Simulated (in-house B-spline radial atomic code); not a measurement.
Configurations of Li⁺, with energies counted from 1s2. Level of theory: Dirac-Hartree-Fock, average of configuration, Fermi nucleus of rms radius 2.444 fm; calculated with an all-electron radial atomic-structure program (B-spline basis). Energies include first-order Breit, QED and recoil terms.

```
configuration  E - E(ref) (eV)  highest orbital  its <r> (bohr)
      1s1 2p1           60.459            2p3/2           2.405
      1s1 3d1           68.406            3d5/2           5.247
      1s1 5p1           72.251            5p3/2           18.02
      1s1 5g1           72.278            5g9/2           13.75
```

(1) Order these further configurations by energy, lowest first.
A. 1s1 3p1
B. 1s1 4p1
C. 1s1 4d1
D. 1s1 4f1
E. 1s1 5d1

Results:

(1) A (68.287 eV), B (71.002 eV), C (71.052 eV), D (71.053 eV), E (72.277 eV).
